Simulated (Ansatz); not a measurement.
# Energy profile

The step: CH₃N ([CH2][NH]) + GeH₃ → CH₆GeN ([NH][CH2][GeH3]); bonds formed: C1–Ge3 (atoms numbered as in the saddle structure below).

```xyz
9
angstrom
C -1.1463 -0.4843 0.5129
N -0.4718 -1.3730 1.1395
Ge 0.9192 0.9585 -0.6097
H -1.4361 0.4224 1.0458
H -1.5979 -0.6245 -0.4748
H -0.3252 -2.1941 0.5517
H 0.8022 2.1516 -1.5831
H 1.6159 1.3677 0.6959
H 1.6401 -0.2243 -1.2783
```

Electronic energies by CCSD(T) at an estimated basis limit (MP2 extrapolated from triple and quadruple zeta, plus CCSD(T) − MP2 in triple zeta), on PBE0-D4/def2-TZVP structures; CH$_{6}$GeN, doublet; no counterpoise correction; spin–orbit coupling, which lowers free halogen atoms and radicals such as OH and SH, is left out. Program: Ansatz 0.2.0. Basis: def2-TZVPP and def2-QZVPP. Cores are frozen in the correlated methods; orbitals are unrestricted. Filled d shells of the heavier atoms are correlated. The def2 sets are not built for correlating such inner shells, so the correlated values are less sure here. Extrapolation: Hartree–Fock as exp(−7.88 √X), correlation as X^−2.97.

**Question.** Give the profile in eV, counted from the separated reactants. (An estimate is asked for; the value comes from the calculation.)

**Answer.** Computed:
```
                                                                                                         point      eV
separated: CH$_{3}$N (linked as [CH2][NH]; C1, N2, H4, H5, H6; singlet) + GeH$_{3}$ (Ge3, H7, H8, H9; doublet)   0.000
                                                                                               start structure  -0.088
                                                                                                        saddle   0.106
                                                                                                 end structure  -0.488
```

The T1 diagnostic stays at or below 0.028. ⟨S²⟩ of the unrestricted Hartree–Fock references: 0.75 to 0.93 (a pure state has 0.75). The unrestricted reference is spin-contaminated, which hurts MP2 most.

Radical steps of this kind take place in plasma deposition and etching.

For scale, one of the runs: CCSD(T)/def2-TZVPP, 194 basis functions, launched by `ansatz run in.yaml --threads 8 --pin off --events-out ev --progress --plain --max-ram 19148MiB`. Time: 30 s of wall clock on 8 CPU threads of an Intel Xeon 6975P-C; the host was shared. Peak host memory: 6.4 GiB.
